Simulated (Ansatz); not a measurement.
Start from `OB(O)CI` and change one atom or group to get `OB(O)Br`.

Ansatz, PBE0-D4/def2-TZVP geometries, multiplicity 1. Each molecule was computed in one conformer, which needn't be the lowest.

Elements past krypton have def2 core potentials. Scalar relativity is left out up to krypton.

| property | `OB(O)CI` |
| --- | --- |
| HOMO–LUMO gap (PBE/def2-TZVPP) / eV | 4.03 |
| size of the dipole moment (PBE/def2-TZVPP) / D | 3.20 |
| LUMO energy (B3LYP/def2-TZVPP) / eV | -1.25 |
| HOMO energy (B3LYP/def2-TZVPP) / eV | -6.85 |
| HOMO–LUMO gap (PBE0/def2-TZVPP) / eV | 6.08 |
| size of the dipole moment (ωB97M-V/def2-TZVPP) / D | 3.28 |

(1) What does the change do to each property? (Best estimate.)

Results:

(1) Computed: 
```json
{"property": "HOMO–LUMO gap (PBE/def2-TZVPP) / eV", "`OB(O)Br`": "6.70", "shift": "2.67"}
{"property": "size of the dipole moment (PBE/def2-TZVPP) / D", "`OB(O)Br`": "1.99", "shift": "-1.21"}
{"property": "LUMO energy (B3LYP/def2-TZVPP) / eV", "`OB(O)Br`": "0.08", "shift": "1.33"}
{"property": "HOMO energy (B3LYP/def2-TZVPP) / eV", "`OB(O)Br`": "-8.16", "shift": "-1.31"}
{"property": "HOMO–LUMO gap (PBE0/def2-TZVPP) / eV", "`OB(O)Br`": "8.90", "shift": "2.82"}
{"property": "size of the dipole moment (ωB97M-V/def2-TZVPP) / D", "`OB(O)Br`": "2.04", "shift": "-1.24"}
```

With PBE0 the HOMO falls by 1.34 eV and the LUMO rises by 1.47 eV, so the gap widens by about 2.81 eV. PBE moves the HOMO by -1.15 eV and ωB97M-V by -1.45 eV. The zero-point energy changes by -70.8 kJ/mol with -9 modes. Dipoles are sizes alone; their direction can turn.

B3LYP here is the variant with VWN-RPA as its local correlation; programs differ in this.

Spin–orbit coupling is left out; it splits and shifts lone-pair levels of the heavy atoms by tenths of an eV.
